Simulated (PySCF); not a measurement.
## Tellurium: a sound run and one with changed settings

Sound run: Te [Kr] 4d10 5s2 5p4, Te+ [Kr] 4d10 5s2 5p3. Computed with PySCF 2.14 in aug-cc-pVDZ-PP with ECP28MDF, with scalar relativity through the core potential. In the sound run the correlated levels freeze 4s2 4p6 4d10 outside the core potential. The sound run starts from symmetry-adapted Hartree-Fock orbitals and uses a fine grid where one is needed.

Changed run: initial guess 1e, at most 50 SCF cycles.

```csv
species,method,sound run (hartree),changed run (hartree),converged
Te,UHF,-266.99848,-266.99848,yes
Te,M06-2X,-267.91400,-267.91400,yes
Te,CCSD(T),-267.07768,-267.07768,yes
Te+,r2SCAN,-267.76033,-267.76033,yes
Te+,MP2,-266.76343,-266.76343,yes
```

Here the plain start reaches the same solutions.
